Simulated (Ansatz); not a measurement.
The same path of C₃H₈F₂SSi (15 atoms, charge 0, multiplicity 1) was run twice with different band settings. The coordinate that changes most is the dihedral H8–C1–C2–S3.

Theory: RKS PBE0/6-31G* in Ansatz 0.2.0.

Relaxed end points:

```xyz
15
Properties=species:S:1:pos:R:3
C 0.591 -1.658 -0.948
C 1.556 -1.065 0.062
S 0.758 -0.345 1.557
Si -0.151 1.385 0.734
C -1.947 1.233 0.307
F 0.013 2.571 1.800
F 0.674 1.802 -0.581
H -0.026 -0.882 -1.415
H -0.073 -2.392 -0.480
H 1.149 -2.158 -1.749
H 2.213 -1.839 0.469
H 2.191 -0.302 -0.394
H -2.335 2.181 -0.081
H -2.109 0.457 -0.448
H -2.526 0.962 1.196
```

```xyz
15
Properties=species:S:1:pos:R:3
C 0.400 -1.841 -0.685
C 1.351 -1.271 0.351
S 0.544 -0.255 1.658
Si 0.010 1.472 0.550
C -1.742 1.548 -0.046
F 0.277 2.747 1.485
F 1.004 1.581 -0.708
H -0.411 -2.404 -0.213
H 0.943 -2.516 -1.358
H -0.041 -1.050 -1.301
H 1.835 -2.075 0.913
H 2.139 -0.676 -0.115
H -1.932 2.487 -0.577
H -1.964 0.717 -0.723
H -2.434 1.486 0.800
```

Common settings: movable images 7; climbing image yes; spring 5.0 eV/Å²; start path IDPP; force threshold 0.05 eV/Å; end points relaxed.

| run | optimiser | iteration limit |
| --- | --- | --- |
| 1 | quadratic models (default) | 38 |
| 2 | fire | 50 |

Question: What does each run give, and how far can it be trusted?

Answer: Run 1: converged after 14 iterations, highest image 0.141 eV above the first end. A vibrational analysis at the climbing image gives one clearly imaginary mode, 243i cm⁻¹: a first-order saddle point.
Run 2: converged after 25 iterations, highest image 0.142 eV above the first end. Another band between the same ends (7 images) ends at a top of the same energy, where a vibrational analysis finds 1 clearly imaginary mode.
